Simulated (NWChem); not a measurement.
Correlation energy of vinylene carbonate (C3H2O3)

SMILES: o1ccoc1=O
```xyz
8

O      0.0000     0.0000    -1.9753
C      0.0000     0.0000    -0.7885
O     -1.1038     0.0000     0.0229
C     -0.6685     0.0000     1.3282
C      0.6685     0.0000     1.3282
O      1.1038     0.0000     0.0229
H     -1.4173     0.0000     2.1143
H      1.4173     0.0000     2.1143
```
Charge 0, spin multiplicity 1.

Program: NWChem. Structure: optimised with B3LYP/def2-SVP, a minimum by its harmonic frequencies.

Basis set: 3-21G. Each correlation energy counts from its own Hartree-Fock reference.

The correlated methods keep 6 core orbitals frozen. No row is a measurement; the coupled-cluster row has its own basis-set and correlation limits.

```json
[
 {"method": "MP2", "correlation energy (mHa)": "-618.9"},
 {"method": "SCS-MP2", "correlation energy (mHa)": "___"},
 {"method": "CR-CCSD[T]", "correlation energy (mHa)": "-650.8"},
 {"method": "CR-CCSD(T)", "correlation energy (mHa)": "___"},
 {"method": "CCSD", "correlation energy (mHa)": "-631.7"},
 {"method": "CCSD+T(CCSD)", "correlation energy (mHa)": "-658.4"},
 {"method": "CCSD(T)", "correlation energy (mHa)": "-655.6"}
]
```

Q: Some entries are withheld; supply them.

A: 
- SCS-MP2, correlation energy (mHa): -602.3
- CR-CCSD(T), correlation energy (mHa): -648.8
